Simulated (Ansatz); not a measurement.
Total energies of the cluster Hf3⁺ from Ansatz at PBE-D4/def2-TZVP, gas phase (1 Eh = 27.2114 eV = 2625.5 kJ/mol). The reference geometry is relaxed at PBE-D4/def2-TZVP.

```xyz
3

Hf   -0.3315    1.0586   -1.1213
Hf   -1.1272   -0.4713    0.9974
Hf    1.4587   -0.5873    0.1240
```

```tsv
state	geometry	energy (Eh)
charge 1 doublet	reference	-143.68181
charge 0 triplet	reference	-143.87792
charge 1 quartet	relaxed at PBE-D4/def2-TZVP	-143.66423
```

In the def2 sets Hf takes a core potential; there is no spin–orbit coupling.

**Question.** Work out the vertical electron affinity, to the triplet.

**Answer.** E(charge 1 doublet) − E(charge 0 triplet) = -143.68181 − (-143.87792) = 0.19611 Eh = 5.34 eV.

**Question.** Which of the charge 1 states is lowest, and how far above it are the others?

**Answer.** The doublet. quartet: -143.66423 − (-143.68181) = 0.01758 Eh = 46.2 kJ/mol.

The structure comes from a short search, and lower isomers may exist.
